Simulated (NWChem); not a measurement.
Molecule: C4H8; SMILES C/C=C\C

Program: NWChem. Geometry: optimised at B3LYP/6-31G* (spherical d). Ions are spin-unrestricted doublets at the neutral geometry; other ion states weren't tried. Functional: LC-ωPBE (HJS hole) with def2-SVP; rows give the range parameter ω in 1/bohr.

**Question.** At which range parameter does −ε(HOMO) equal the ΔSCF ionisation energy (optimal tuning)?

**Answer.** about 0.34 per bohr, by linear interpolation in these runs:
```json
[
 {"range parameter (1/bohr)": "0.05", "vertical ionisation energy, ΔSCF (eV)": "9.02", "−ε(HOMO) (eV)": "6.44", "ΔSCF minus −ε(HOMO) (eV)": "2.58"},
 {"range parameter (1/bohr)": "0.15", "vertical ionisation energy, ΔSCF (eV)": "9.08", "−ε(HOMO) (eV)": "7.78", "ΔSCF minus −ε(HOMO) (eV)": "1.30"},
 {"range parameter (1/bohr)": "0.20", "vertical ionisation energy, ΔSCF (eV)": "9.13", "−ε(HOMO) (eV)": "8.30", "ΔSCF minus −ε(HOMO) (eV)": "0.83"},
 {"range parameter (1/bohr)": "0.40", "vertical ionisation energy, ΔSCF (eV)": "9.26", "−ε(HOMO) (eV)": "9.59", "ΔSCF minus −ε(HOMO) (eV)": "-0.33"},
 {"range parameter (1/bohr)": "0.50", "vertical ionisation energy, ΔSCF (eV)": "9.26", "−ε(HOMO) (eV)": "9.90", "ΔSCF minus −ε(HOMO) (eV)": "-0.64"}
]
```
